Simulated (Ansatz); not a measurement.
Compare A (`CO/C=C/[SiH3]`) with its isomer B (`C1C[SiH2]CO1`).

Gas-phase electronic energies from Ansatz, PBE0-D4/def2-TZVP geometries. CCSD(T)/CBS is the MP2 limit (def2-TZVPP, def2-QZVPP) plus CCSD(T) − MP2 in def2-TZVPP, frozen cores. DFT in def2-TZVPP. B3LYP here is the variant with VWN-RPA as its local correlation; programs differ in this. One conformer a species, not always the lowest.

A:

```xyz
13

C     0.927    2.101    0.361
O     1.588    0.857    0.428
C     0.854   -0.236    0.182
C    -0.446   -0.311   -0.125
Si   -1.251   -1.942   -0.425
H     1.675    2.859    0.587
H     0.519    2.275   -0.640
H     0.116    2.155    1.094
H     1.478   -1.121    0.265
H    -1.033    0.600   -0.198
H    -2.365   -2.192    0.531
H    -0.232   -3.016   -0.266
H    -1.828   -2.028   -1.795
```

B:

```xyz
13

C     1.1767   -0.5123   -0.4270
C     0.9217    0.4477    0.7397
Si   -0.9597    0.5736    0.7293
C    -1.0904   -0.3469   -0.9318
O     0.2311   -0.2924   -1.4549
H     1.1112   -1.5534   -0.0743
H     2.1590   -0.3716   -0.8815
H     1.3670    1.4247    0.5381
H     1.3360    0.0727    1.6769
H    -1.6280   -0.1334    1.8561
H    -1.4607    1.9729    0.6845
H    -1.7559    0.1091   -1.6655
H    -1.4081   -1.3908   -0.7896
```

Problem. Which isomer does CCSD(T)/CBS put lower? Give the gap. (Best estimate.)

Solution. Computed: B, by 54.9 kJ/mol.

Problem. Give E(B) − E(A) in kJ/mol with ωB97M-V, B2PLYP, PBE0-D4, BLYP-D4, PBE-D4, B3LYP, B3LYP-D4. (An estimate is asked.)

Solution. Ansatz gave: ωB97M-V -57.7, B2PLYP -43.6, PBE0-D4 -64.1, BLYP-D4 -33.2, PBE-D4 -55.1, B3LYP -36.8, B3LYP-D4 -42.0. None reverses the order clearly.

Problem. Does the order hold for the free energy at 298.15 K (harmonic terms from PBE0-D4)? (Best estimate.)

Solution. Computed: Yes: G(B) − G(A) = -40.4 kJ/mol, for one conformer each.

Largest T1 diagnostic: 0.013.

From r2SCAN to r2SCAN0 (25 % exact exchange), in def2-TZVPP and without D4, E(B) − E(A) moves by −7.5 kJ/mol. At CCSD(T), def2-SVP lies +12.0 kJ/mol from the extrapolated value and def2-TZVPP +2.5 kJ/mol.
